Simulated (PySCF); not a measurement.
Deuteron quadrupole couplings in `Cc1ccccc1F`

Compound: C7H7F.
Structure used (PBE0-D3(BJ)/def2-SVP), in Å, numbered top down from 1:
```xyz
15
C7H7F angstrom
C      2.196    0.558    0.070
C      0.712    0.360    0.043
C     -0.200    1.419    0.020
C     -1.577    1.197    0.002
C     -2.072   -0.106    0.007
C     -1.187   -1.183    0.029
C      0.177   -0.931    0.047
F      1.025   -1.965    0.069
H      2.687    0.008   -0.748
H      2.631    0.182    1.009
H      2.452    1.621   -0.025
H      0.186    2.442    0.015
H     -2.265    2.045   -0.016
H     -3.148   -0.289   -0.007
H     -1.535   -2.218    0.033
```

Level: PBE0/pcSseg-1 (PySCF, non-relativistic); Q(2H) = 0.00286 b; rigid geometry, the same for H and D, with no vibrational averaging.

Q: What are Vzz, η and χzz (234.96 MHz × Q × Vzz) at all hydrogens?

A: 
```tsv
atom	bonded to	bond length (Å)	Vzz (au)	η	χzz (kHz)
H9	C1	1.101	0.2898	0.03	195
H10	C1	1.102	0.2889	0.03	194
H11	C1	1.098	0.2947	0.04	198
H12	C3	1.093	0.3023	0.07	203
H13	C4	1.092	0.3056	0.07	205
H14	C5	1.092	0.3048	0.07	205
H15	C6	1.092	0.3061	0.07	206
```

Q: How does χzz go with the bond length over the 7 C–H bonds?

A: A straight-line fit has a slope of -11.5 kHz for each 0.01 Å, with a correlation coefficient of -1.00, over lengths from 1.092 to 1.102 Å. The longer bonds have the smaller couplings here.

Q: Give the 2H NMR doublet splittings at H12 for a magnetic field along the z, y and x axes of the gradient: 3χ/2, 3χ(1 + η)/4, 3χ(1 − η)/4.

A: With |χ| = 203.1 kHz and η = 0.074: 305, 164 and 141 kHz, to first order and without motion.

Isolated species at its PBE0-D3(BJ)/def2-SVP geometry, gas phase. With so small a basis the couplings can be 20 % off.

The run behind these numbers computed NMR shieldings as well. On an Arm Neoverse V1 with one thread, shared host, this took 20 s of wall time.
